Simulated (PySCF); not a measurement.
C₂H₃O₂ (SMILES CO[C-]=O), charge -1, singlet, at a GFN2-xTB geometry (in this run its highest filled SCF level lies above zero, so its values depend strongly on the basis, on diffuse functions most of all). Base run: SVWN5/cc-pVDZ (PySCF).

The PySCF input:
```python
from pyscf import gto, scf, dft

mol = gto.Mole()
mol.atom = '''
    C    -1.15412904   -0.13368505   -0.00475851
    O    -0.72670803   -1.11946687    0.60148897
    O     0.00963198    0.80173294   -0.46742437
    C     1.28691312    0.41218812   -0.14832584
    H     1.79443639    1.15884469    0.49102832
    H     1.24026991   -0.54555805    0.40753573
    H     1.90519756    0.25756633   -1.05257476
'''
mol.basis = 'cc-pvdz'
mol.charge = -1
mol.verbose = 4
mol.build()

mf = dft.RKS(mol)
mf.xc = 'lda,vwn'
mf.kernel()
```

Variants of this job, named by their change:

```tsv
change	ΔE vs base (µEh)	grid points	electrons on the grid
base	0.0	85824	31.99999
grids.atom_grid = (75, 302)	0.0	100920	31.99999
grids.radi_method = mura_knowles	0.0	81720	31.99999
grids.level = 2	0.6	60952	31.99999
grids.radi_method = delley	0.0	91512	31.99999
grids.level = 7	-0.4	496936	32.00000
grids.atom_grid = (150, 974)	-0.4	560464	32.00000
grids.level = 5	-0.4	242536	32.00000
grids.prune = off	-0.1	135904	31.99999
grids.level = 1	-1.3	28136	32.00001
grids.level = 4	-0.4	160864	32.00000
```
